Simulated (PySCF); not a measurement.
C₆H₉N.
SMILES with atom numbers: `[CH3:1][c:2]1[cH:3][cH:4][cH:5][n:6]1[CH3:7]` (hydrogens: H8, H9, H10 on C1; H11 on C3; H12 on C4; H13 on C5; H14, H15, H16 on C7)

The same species was optimised twice, with GFN2-xTB and with PBE0-D3(BJ)/def2-SVP (PySCF), and the same property calculations (PySCF, gas phase) were run on both structures.

```json
{"coordinate": "C3–C4 (Å)", "GFN2-xTB": "1.408", "PBE0-D3(BJ)/def2-SVP": "1.420", "change": "+0.012"}
{"coordinate": "C2–C3 (Å)", "GFN2-xTB": "1.371", "PBE0-D3(BJ)/def2-SVP": "1.382", "change": "+0.011"}
{"coordinate": "C5–N6 (Å)", "GFN2-xTB": "1.361", "PBE0-D3(BJ)/def2-SVP": "1.371", "change": "+0.010"}
{"coordinate": "C4–C5 (Å)", "GFN2-xTB": "1.367", "PBE0-D3(BJ)/def2-SVP": "1.377", "change": "+0.010"}
{"coordinate": "C2–N6 (Å)", "GFN2-xTB": "1.365", "PBE0-D3(BJ)/def2-SVP": "1.375", "change": "+0.010"}
{"coordinate": "N6–C7 (Å)", "GFN2-xTB": "1.434", "PBE0-D3(BJ)/def2-SVP": "1.438", "change": "+0.004"}
{"coordinate": "C1–C2 (Å)", "GFN2-xTB": "1.488", "PBE0-D3(BJ)/def2-SVP": "1.487", "change": "-0.001"}
{"coordinate": "C2–N6–C5 (°)", "GFN2-xTB": "108.9", "PBE0-D3(BJ)/def2-SVP": "109.5", "change": "+0.6"}
{"coordinate": "C3–C2–N6 (°)", "GFN2-xTB": "108.0", "PBE0-D3(BJ)/def2-SVP": "107.5", "change": "-0.5"}
{"coordinate": "C1–C2–C3 (°)", "GFN2-xTB": "130.1", "PBE0-D3(BJ)/def2-SVP": "130.5", "change": "+0.4"}
{"coordinate": "C4–C5–N6 (°)", "GFN2-xTB": "108.7", "PBE0-D3(BJ)/def2-SVP": "108.3", "change": "-0.4"}
{"coordinate": "C2–N6–C7 (°)", "GFN2-xTB": "125.4", "PBE0-D3(BJ)/def2-SVP": "125.1", "change": "-0.3"}
{"coordinate": "C5–N6–C7 (°)", "GFN2-xTB": "125.7", "PBE0-D3(BJ)/def2-SVP": "125.4", "change": "-0.3"}
{"coordinate": "C2–C3–C4 (°)", "GFN2-xTB": "107.5", "PBE0-D3(BJ)/def2-SVP": "107.7", "change": "+0.2"}
{"coordinate": "C1–C2–N6 (°)", "GFN2-xTB": "121.9", "PBE0-D3(BJ)/def2-SVP": "122.0", "change": "+0.1"}
```

Rotational constants: A = 3968, B = 3213, C = 1816 MHz (GFN2-xTB) against A = 3925, B = 3172, C = 1794 MHz (PBE0-D3(BJ)/def2-SVP). Point groups within 0.08 Å: Cs and Cs.

On the GFN2-xTB structure: lowest singlet, TDDFT (eV) 5.33 [PBE0/def2-SVPD]; lowest triplet, Tamm–Dancoff (eV) 4.33 [PBE0/def2-SVPD]; isotropic polarisability (au) 76.4 [PBE0/def2-SVPD]; HOMO (eV) -5.74 [PBE0/def2-SVPD]; LUMO (eV) 0.61 [PBE0/def2-SVPD]; dipole (D) 2.24 [PBE0/def2-SVPD]; HOMO (eV) -5.71 [PBE0/pcSseg-1]; LUMO (eV) 1.31 [PBE0/pcSseg-1]; dipole (D) 2.38 [PBE0/pcSseg-1]; GIAO shielding of C1 (ppm) 172.4 [PBE0/pcSseg-1]; GIAO shielding of C2 (ppm) 56.8 [PBE0/pcSseg-1]; GIAO shielding of C3 (ppm) 73.6 [PBE0/pcSseg-1]; GIAO shielding of C4 (ppm) 74.9 [PBE0/pcSseg-1]; GIAO shielding of C5 (ppm) 63.2 [PBE0/pcSseg-1]; GIAO shielding of N6 (ppm) 94.6 [PBE0/pcSseg-1]; GIAO shielding of C7 (ppm) 151.8 [PBE0/pcSseg-1].

Problem. What do these properties become on the PBE0-D3(BJ)/def2-SVP structure?

Solution. 
```json
{"property": "lowest singlet, TDDFT (eV)", "level": "PBE0/def2-SVPD", "on GFN2-xTB": "5.33", "on PBE0-D3(BJ)/def2-SVP": "5.34", "change": "+0.01"}
{"property": "lowest triplet, Tamm–Dancoff (eV)", "level": "PBE0/def2-SVPD", "on GFN2-xTB": "4.33", "on PBE0-D3(BJ)/def2-SVP": "4.23", "change": "-0.10"}
{"property": "isotropic polarisability (au)", "level": "PBE0/def2-SVPD", "on GFN2-xTB": "76.4", "on PBE0-D3(BJ)/def2-SVP": "78.1", "change": "+1.7"}
{"property": "HOMO (eV)", "level": "PBE0/def2-SVPD", "on GFN2-xTB": "-5.74", "on PBE0-D3(BJ)/def2-SVP": "-5.76", "change": "-0.02"}
{"property": "LUMO (eV)", "level": "PBE0/def2-SVPD", "on GFN2-xTB": "0.61", "on PBE0-D3(BJ)/def2-SVP": "0.60", "change": "-0.01"}
{"property": "dipole (D)", "level": "PBE0/def2-SVPD", "on GFN2-xTB": "2.24", "on PBE0-D3(BJ)/def2-SVP": "2.23", "change": "-0.01"}
{"property": "energy, GFN2-xTB geometry as zero (kcal/mol)", "level": "PBE0/def2-SVPD", "on GFN2-xTB": "0.0", "on PBE0-D3(BJ)/def2-SVP": "-0.9", "change": "-0.9"}
{"property": "HOMO (eV)", "level": "PBE0/pcSseg-1", "on GFN2-xTB": "-5.71", "on PBE0-D3(BJ)/def2-SVP": "-5.72", "change": "-0.01"}
{"property": "LUMO (eV)", "level": "PBE0/pcSseg-1", "on GFN2-xTB": "1.31", "on PBE0-D3(BJ)/def2-SVP": "1.19", "change": "-0.12"}
{"property": "dipole (D)", "level": "PBE0/pcSseg-1", "on GFN2-xTB": "2.38", "on PBE0-D3(BJ)/def2-SVP": "2.36", "change": "-0.02"}
{"property": "energy, GFN2-xTB geometry as zero (kcal/mol)", "level": "PBE0/pcSseg-1", "on GFN2-xTB": "0.0", "on PBE0-D3(BJ)/def2-SVP": "-0.4", "change": "-0.4"}
{"property": "GIAO shielding of C1 (ppm)", "level": "PBE0/pcSseg-1", "on GFN2-xTB": "172.4", "on PBE0-D3(BJ)/def2-SVP": "170.7", "change": "-1.7"}
{"property": "GIAO shielding of C2 (ppm)", "level": "PBE0/pcSseg-1", "on GFN2-xTB": "56.8", "on PBE0-D3(BJ)/def2-SVP": "54.5", "change": "-2.3"}
{"property": "GIAO shielding of C3 (ppm)", "level": "PBE0/pcSseg-1", "on GFN2-xTB": "73.6", "on PBE0-D3(BJ)/def2-SVP": "70.6", "change": "-3.0"}
{"property": "GIAO shielding of C4 (ppm)", "level": "PBE0/pcSseg-1", "on GFN2-xTB": "74.9", "on PBE0-D3(BJ)/def2-SVP": "72.5", "change": "-2.4"}
{"property": "GIAO shielding of C5 (ppm)", "level": "PBE0/pcSseg-1", "on GFN2-xTB": "63.2", "on PBE0-D3(BJ)/def2-SVP": "60.0", "change": "-3.2"}
{"property": "GIAO shielding of N6 (ppm)", "level": "PBE0/pcSseg-1", "on GFN2-xTB": "94.6", "on PBE0-D3(BJ)/def2-SVP": "90.4", "change": "-4.2"}
{"property": "GIAO shielding of C7 (ppm)", "level": "PBE0/pcSseg-1", "on GFN2-xTB": "151.8", "on PBE0-D3(BJ)/def2-SVP": "150.1", "change": "-1.7"}
```

The heavy atoms differ by 0.010 Å rms after alignment. Among bonds between heavy atoms C2–C3 and C3–C4 change most and about equally (+0.011 to +0.012 Å). Changes are differences of the printed values. Neither structure is proved a minimum here.
